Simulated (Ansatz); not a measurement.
`Cl[SiH](Cl)[O][GeH3]` + `O[SiH2]S` → `S[SiH2][O][GeH3]` + `O[SiH](Cl)Cl`  (ligand exchange at a Ge–O bond)

Program: Ansatz. Geometries: PBE0-D4/def2-TZVP. ΔE: electronic, gas phase. CBS: MP2 limit from def2 TZ/QZ plus the TZ coupled-cluster correction, frozen cores. This one scheme is used for every species. Functionals use def2-TZVPP. B3LYP here is the variant with VWN-RPA as its local correlation; programs differ in this. HSE06 is defined as in plane-wave codes. For Ge outer-core shells are correlated without core-valence functions, which leaves a few kJ/mol of doubt a bond. Scalar relativity is left out up to krypton. Each species was taken in one conformer, which may not be the lowest.

```json
{"level": "LDA (SPW92)", "ΔE (kcal/mol)": "0.6", "difference from CCSD(T)/CBS": "-0.5"}
{"level": "PBE-D4", "ΔE (kcal/mol)": "0.8", "difference from CCSD(T)/CBS": "-0.3"}
{"level": "revPBE-D4", "ΔE (kcal/mol)": "0.8", "difference from CCSD(T)/CBS": "-0.3"}
{"level": "BLYP-D4", "ΔE (kcal/mol)": "1.1", "difference from CCSD(T)/CBS": "0.0"}
{"level": "r2SCAN-D4", "ΔE (kcal/mol)": "0.8", "difference from CCSD(T)/CBS": "-0.3"}
{"level": "B97M-V", "ΔE (kcal/mol)": "0.8", "difference from CCSD(T)/CBS": "-0.3"}
{"level": "PBE0-D4", "ΔE (kcal/mol)": "0.9", "difference from CCSD(T)/CBS": "-0.2"}
{"level": "B3LYP-D4", "ΔE (kcal/mol)": "1.1", "difference from CCSD(T)/CBS": "0.0"}
{"level": "r2SCANh-D4", "ΔE (kcal/mol)": "0.9", "difference from CCSD(T)/CBS": "-0.2"}
{"level": "r2SCAN0-D4", "ΔE (kcal/mol)": "0.9", "difference from CCSD(T)/CBS": "-0.2"}
{"level": "HSE06-D4", "ΔE (kcal/mol)": "0.9", "difference from CCSD(T)/CBS": "-0.2"}
{"level": "BHLYP-D4", "ΔE (kcal/mol)": "1.2", "difference from CCSD(T)/CBS": "0.1"}
{"level": "CAM-B3LYP-D4", "ΔE (kcal/mol)": "1.1", "difference from CCSD(T)/CBS": "0.0"}
{"level": "ωB97M-V", "ΔE (kcal/mol)": "1.0", "difference from CCSD(T)/CBS": "-0.1"}
{"level": "B2PLYP", "ΔE (kcal/mol)": "1.0", "difference from CCSD(T)/CBS": "-0.1"}
{"level": "PBE-QIDH", "ΔE (kcal/mol)": "0.9", "difference from CCSD(T)/CBS": "-0.2"}
{"level": "PBE", "ΔE (kcal/mol)": "0.8", "difference from CCSD(T)/CBS": "-0.3"}
{"level": "revPBE", "ΔE (kcal/mol)": "0.9", "difference from CCSD(T)/CBS": "-0.2"}
{"level": "BLYP", "ΔE (kcal/mol)": "1.0", "difference from CCSD(T)/CBS": "-0.1"}
{"level": "r2SCAN", "ΔE (kcal/mol)": "0.8", "difference from CCSD(T)/CBS": "-0.3"}
{"level": "PBE0", "ΔE (kcal/mol)": "0.8", "difference from CCSD(T)/CBS": "-0.3"}
{"level": "B3LYP", "ΔE (kcal/mol)": "1.0", "difference from CCSD(T)/CBS": "-0.1"}
{"level": "r2SCANh", "ΔE (kcal/mol)": "0.8", "difference from CCSD(T)/CBS": "-0.3"}
{"level": "r2SCAN0", "ΔE (kcal/mol)": "0.9", "difference from CCSD(T)/CBS": "-0.2"}
{"level": "HSE06", "ΔE (kcal/mol)": "0.8", "difference from CCSD(T)/CBS": "-0.3"}
{"level": "BHLYP", "ΔE (kcal/mol)": "1.1", "difference from CCSD(T)/CBS": "0.0"}
{"level": "CAM-B3LYP", "ΔE (kcal/mol)": "1.1", "difference from CCSD(T)/CBS": "0.0"}
{"level": "LC-ωPBE", "ΔE (kcal/mol)": "0.9", "difference from CCSD(T)/CBS": "-0.2"}
{"level": "HF/def2-SVP", "ΔE (kcal/mol)": "1.3", "difference from CCSD(T)/CBS": "0.2"}
{"level": "MP2/def2-SVP", "ΔE (kcal/mol)": "0.8", "difference from CCSD(T)/CBS": "-0.3"}
{"level": "CCSD/def2-SVP", "ΔE (kcal/mol)": "0.9", "difference from CCSD(T)/CBS": "-0.2"}
{"level": "CCSD(T)/def2-SVP", "ΔE (kcal/mol)": "0.8", "difference from CCSD(T)/CBS": "-0.3"}
{"level": "HF/def2-TZVPP", "ΔE (kcal/mol)": "1.3", "difference from CCSD(T)/CBS": "0.2"}
{"level": "MP2/def2-TZVPP", "ΔE (kcal/mol)": "1.0", "difference from CCSD(T)/CBS": "-0.1"}
{"level": "CCSD/def2-TZVPP", "ΔE (kcal/mol)": "1.1", "difference from CCSD(T)/CBS": "0.0"}
{"level": "CCSD(T)/def2-TZVPP", "ΔE (kcal/mol)": "1.0", "difference from CCSD(T)/CBS": "-0.1"}
{"level": "HF/def2-QZVPP", "ΔE (kcal/mol)": "1.4", "difference from CCSD(T)/CBS": "0.3"}
{"level": "SCS-MP2/def2-QZVPP", "ΔE (kcal/mol)": "1.1", "difference from CCSD(T)/CBS": "0.0"}
{"level": "MP2/CBS(def2)", "ΔE (kcal/mol)": "1.1", "difference from CCSD(T)/CBS": "0.0"}
{"level": "CCSD/CBS(def2)", "ΔE (kcal/mol)": "1.2", "difference from CCSD(T)/CBS": "0.1"}
{"level": "CCSD(T)/CBS", "ΔE (kcal/mol)": "1.1", "difference from CCSD(T)/CBS": "0"}
```

Largest T1 diagnostic among the species: 0.012.

Leaving LDA and LC-ωPBE aside and taking each functional with its dispersion term where it has one, the values spread over 0.4 kcal/mol, from revPBE-D4 to BHLYP-D4.

CCSD(T)/CBS has its own doubt, a few kJ/mol and more with outer-core shells, so smaller differences from it don't rank the levels.
